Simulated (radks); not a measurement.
The numbers below are computed, except where a source is named.
Excited configurations of the sulfur ion S3+: one electron is placed in a higher orbital outside [Ne] 3s2. The ground configuration is [Ne] 3s2 3p1. Level of theory: scalar-relativistic Kohn-Sham, BLYP, spin-polarised, spherical densities, point nucleus; open shells are filled with parallel spins first (a radial shooting solver on a logarithmic mesh with Libxc functionals). Excitation = E - E(ground); binding = E(ion) - E, where the ion is the core of charge +4; n* = 4/sqrt(2 binding) in atomic units, and the quantum defect is n - n*.

outer orbital,excitation (eV),binding (eV),n*,eigenvalue (eV)
4p,25.682,21.463,3.185,-18.931
5s,32.786,14.359,3.894,-12.783
5d,36.705,10.440,4.566,-9.166
5f,37.675,9.470,4.795,-8.185
6s,37.827,9.317,4.834,-8.339
6p,38.660,8.485,5.065,-7.567
6f,40.439,6.706,5.698,-5.894
7s,40.586,6.559,5.761,-5.893
7f,42.147,4.997,6.600,-4.434

The Delta-SCF ionisation energy is 47.145 eV (NIST Atomic Spectra Database: 47.22 eV, semi-empirical). Self-interaction in the functional shifts the binding energies and quantum defects, so they are the method's values and not measured ones. Open shells are spherical and high-spin; term and fine-structure splittings are not resolved.
